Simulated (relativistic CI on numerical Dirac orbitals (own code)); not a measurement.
Hyperfine structure of Rb³²⁺, mass number 85

Calculated at this level of theory: Dirac-Coulomb-Breit CI, KLI orbitals optimised for each configuration, model QED, unscaled Slater integrals (own radial code, finite nucleus).

Configurations in the expansion (outside the closed core 1s2): 2s2.2p, 2s.2p2, 2p3, 2p2.3s, 2p2.3p, 2p2.3d, 2s2.3s, 2s2.3p, 2s2.3d, 2s.2p.3s, 2s.2p.3p, 2s.2p.3d, 2s2.4s, 2s2.4p, 2s2.4d, 2s2.4f. Levels of other configurations are missing.

Nuclear spin I = 5/2, μ = 1.35306 μN, Q = 0.276 b (tables of Stone and Pyykkö). The electronic factors are computed for point nuclear moments, without core polarisation or the Bohr-Weisskopf and QED corrections.

```
         Level  E (cm⁻¹)  A (GHz)  B (GHz)
2s2.2p 2P°_1/2         0    284.5         
2s2.2p 2P°_3/2    554660    51.25     47.7
 2s.2p2 4P_1/2    728245    723.7         
 2s.2p2 4P_3/2   1091688    232.7     38.3
 2s.2p2 4P_5/2   1242806    255.6    -4.19
 2s.2p2 2D_3/2   1530502   -10.78     46.7
 2s.2p2 2P_1/2   1601288   -74.91         
 2s.2p2 2D_5/2   1814225    231.6       52
```

Levels with J = 0, under 50 % of one LS term, or S terms without an open s electron are left out. Small factors come from cancelling terms and can be off by tens of per cent or more.

At this charge energies of transitions that change n are usually good to better than 1 %, and those within a shell (Δn = 0) to a few per cent.

Question: Give the hyperfine levels of 2s2.2p 2P°_1/2 relative to its centre of gravity.

Answer: With K = F(F + 1) − I(I + 1) − J(J + 1), E = AK/2: F = 2: -497.9, F = 3: 355.6 GHz.

LS names give the leading component of a level, which can be under half, so a name can repeat, a term be missing and a line seem to break the LS rules.
